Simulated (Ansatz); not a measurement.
HGa, SMILES `[GaH]` (excited triplet) (charge 0, multiplicity 3). This triplet is an excited state, 2.07 eV above the relaxed singlet at the level composite: frozen-core CCSD(T) with HF/cc-pV5Z and the correlation energy extrapolated as X^-3 from cc-pVQZ and cc-pV5Z, plus CCSDT(Q) minus CCSD(T) in cc-pVTZ // B3LYP-D3(BJ)/def2-TZVP (Ansatz, an electronic-structure program).

Calculation: BLYP/cc-pVTZ // B3LYP-D3(BJ)/def2-TZVP (Ansatz).

Ansatz 0.2 input:
```yaml
crystal:
  periodic: [false, false, false]
  atoms:
    - { symbol: Ga, position_ang: [0.812359, -0.000005, -0.000003] }
    - { symbol: H, position_ang: [-0.812359, 0.000005, 0.000003] }
basis:
  gaussian: { orbitals: cc-pVTZ }
hamiltonian:
  xc: blyp
magnetization:
  spin_polarized: true
  initial_magnetization: 2
```

Output:

```
Functional definition: BLYP
423 factors; their error is unknown
mean field evaluation 1: about -52393.0578 eV, gradient 1.7e1 eV
mean field evaluation 2: about -52392.0280 eV, gradient 2.1e1 eV
mean field evaluation 4: about -52394.0533 eV, gradient 5.9e-1 eV
mean field evaluation 8: about -52394.0505 eV, gradient 4.9e-2 eV
mean field evaluation 16: about -52394.0122 eV, gradient 2.0e0 eV
mean field -52394.05048571 eV, -1925.4458413867 hartree, gradient 2.5e-5 eV, S^2 2.003610; 3 other end points of the search recorded, 0 dependent functions left out
reference -52394.05070908 eV, -1925.4458495956 hartree; 17, 15 occupied and 40, 42 virtual orbitals, 423 factors
Total energy: -52394.05070908 eV, -1925.4458495956 hartree
```
